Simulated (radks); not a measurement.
Species: Zn+. Configuration: [Ar] 3d10 4s1. Calculated with a radial shooting solver on a logarithmic mesh with Libxc functionals: scalar-relativistic Kohn-Sham, revPBE, spin-polarised, spherical densities, point nucleus; open shells are filled with parallel spins first.

Normalised radial functions P(r) = r R(r), r in bohr:

```
   r/bohr * 3s down, o 3d down (the largest magnitude, 1.35, reaches the edge; | marks zero, & curves that meet)
 0.001673                             o*
 0.002213                             o *
 0.002929                             o *
 0.003844                             o  *
 0.005086                             o   *
  0.00673                             o   *
 0.008904                             o    *
  0.01169                             o     *
  0.01546                             o      *
  0.02046                             o       *
  0.02707                             o       *
  0.03554                             o      *
  0.04702                             o    *
  0.06221                             |&
  0.08231                        *    | o
    0.108                   *         |  o
    0.143               *             |    o
   0.1891                *            |       o
   0.2503                         *   |           o
   0.3285                             |        *      o
   0.4346                             |                   o*
   0.5751                             |                    o     *
   0.7609                             |                  o   *
    1.007                             |              *o
    1.322                             |      *    o
    1.749                             | *    o
    2.314                             *   o
    3.061                             * o
    4.018                             *o
    5.316                             &
    7.034                             &
    9.307                             &
```

3s down: eigenvalue -138.86 eV, 2 radial nodes at r = 0.0652, 0.277 bohr, <r> = 0.681 bohr, 90 % of the charge inside 1.02 bohr. 3d down: eigenvalue -19.509 eV, 0 radial nodes, <r> = 0.889 bohr, 90 % of the charge inside 1.56 bohr.
